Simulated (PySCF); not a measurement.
An unknown shows these calculated signals:

¹H NMR (400 MHz, computed): δ 7.37 (m, 1H), 2.27 (m, 3H), 1.60 (m, 3H).

¹³C{¹H} NMR (computed): δ 166.4 (C), 151.1 (C), 141.8 (CH), 141.5 (C), 132.9 (C), 12.9 (CH3), 12.6 (CH3).

Non-relativistic, one computed conformer, gas phase, fast rotation and ring inversion assumed for equivalent nuclei. NMR shieldings at PBE0/pcSseg-1/GIAO; GFN2-xTB geometry; PySCF 2.14.0 with density-fitted response routines.

References, each an isolated molecule treated in the same way: TMS for ¹H (σ = 31.72 ppm), ¹³C (σ = 186.93 ppm).

Q: Which of these does the molecule contain: a CF3 group, a nitrile, a C≡C triple bond, a three-membered ring?

A: 
- A CF3 group: yes (δC 132.9).
- A nitrile: no.
- A C≡C triple bond: no.
- A three-membered ring: no.

The data belong to `Cc1c(F)cc(C(F)(F)F)p1C`, C$_{7}$H$_{7}$F$_{4}$P; they needn't prove each group on their own.

Carbon signals by region: 1 in the far downfield region (above 160 ppm), 4 in the sp2 and nitrile region (100–160 ppm), 2 below 50 ppm. Above 160 ppm: 166.4, unsaturated ring carbon.

Splittings by ¹⁹F and ³¹P in the carbon and heteronuclear signals aren't shown, as no couplings were computed. Shifts are as computed. Against solution values, carbons near 30 ppm lie about +3 ppm off and those near 130 ppm about +5 ppm. Of 1211 compounds with measured shifts, 218 miss one by over three times the rms of a fit or turn the order of signals round; such compounds aren't used in these exercises. No couplings were computed; multiplicities are counted from neighbouring protons, with m where these are inequivalent, close in shift, in a saturated or five-membered ring or joined by F or P, and br s for small geminal =CH2 splittings.
